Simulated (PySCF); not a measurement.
**29Si chemical shifts**

Calculated, not measured (PySCF 2.14.0 with density-fitted response routines): shielding tensors at PBE0/pcSseg-1 (GIAO), geometry: GFN2-xTB. In vacuum, non-relativistic, averaged over atoms made equivalent by symmetry, fast rotation or ring inversion, one computed conformer.

Shieldings were converted by a linear fit to measured shifts: 29Si (scatter 8.9 ppm rms, 25.8 ppm with the 6 outliers that the fit left out vs TMS, solution or neat liquid). Occasional misses reach two or three times the rms, and more in compound classes unlike the fitted ones.

(1) Give the 29Si shifts of `C=C(OC=O)[SiH2]C([SiH3])[SiH3]`, `C=C[SiH2]C([SiH3])([SiH3])C(=O)O`, `O=C(O)[C@@H]([SiH3])[Si@@H]1C[C@H]1[SiH3]`, `O=C1OCC[SiH2]C1([SiH3])[SiH3]`, `FC(F)(F)C#CC1=CC[SiH2]1`.

(2) Order these by 29Si shift, lowest first.
A. [SiH3]Sc1ccco1
B. [H]/N=C\C1=C[C@@]2([SiH3])C=C[C@@H]12
C. C=C1[SiH2][C@H]1n1cccc1
D. [SiH3]Oc1ccsc1

Answers

(1) 
| compound | environment | δ (ppm) |
| --- | --- | --- |
| [CH2:1]=[C:2]([O:3][CH:4]=[O:5])[SiH2:6][CH:7]([SiH3:8])[SiH3:9] | Si6: silicon bonded to 2 C, 2 H | -47.4 |
| [CH2:1]=[C:2]([O:3][CH:4]=[O:5])[SiH2:6][CH:7]([SiH3:8])[SiH3:9] | Si8/9: silicon bonded to C, 3 H (×2) | -65.5 |
| [CH2:1]=[CH:2][SiH2:3][C:4]([SiH3:5])([SiH3:6])[C:7](=[O:8])[OH:9] | Si3: silicon bonded to 2 C, 2 H | -46.6 |
| [CH2:1]=[CH:2][SiH2:3][C:4]([SiH3:5])([SiH3:6])[C:7](=[O:8])[OH:9] | Si5/6: silicon bonded to C, 3 H (×2) | -57.6 |
| [O:1]=[C:2]([OH:3])[C@@H:4]([SiH3:5])[Si@@H:6]1[CH2:7][C@H:8]1[SiH3:9] | Si9: silicon bonded to C, 3 H | -62.9 |
| [O:1]=[C:2]([OH:3])[C@@H:4]([SiH3:5])[Si@@H:6]1[CH2:7][C@H:8]1[SiH3:9] | Si5: silicon bonded to C, 3 H | -68.7 |
| [O:1]=[C:2]([OH:3])[C@@H:4]([SiH3:5])[Si@@H:6]1[CH2:7][C@H:8]1[SiH3:9] | Si6: silicon bonded to 3 C, H, in a 3-membered ring | -88.7 |
| [O:1]=[C:2]1[O:3][CH2:4][CH2:5][SiH2:6][C:7]1([SiH3:8])[SiH3:9] | Si6: silicon bonded to 2 C, 2 H, in a 6-membered ring | -45.0 |
| [O:1]=[C:2]1[O:3][CH2:4][CH2:5][SiH2:6][C:7]1([SiH3:8])[SiH3:9] | Si8/9: silicon bonded to C, 3 H (×2) | -65.0 |
| FC(F)(F)C#CC1=CC[SiH2]1 | silicon bonded to 2 C, 2 H, in a 4-membered ring | -32.5 |

(2) C (-118.7 ppm, silicon bonded to 2 C, 2 H, in a 3-membered ring), B (-67.2 ppm, silicon bonded to C, 3 H), A (-56.8 ppm, silicon bonded to S, 3 H), D (-40.4 ppm, silicon bonded to O, 3 H).
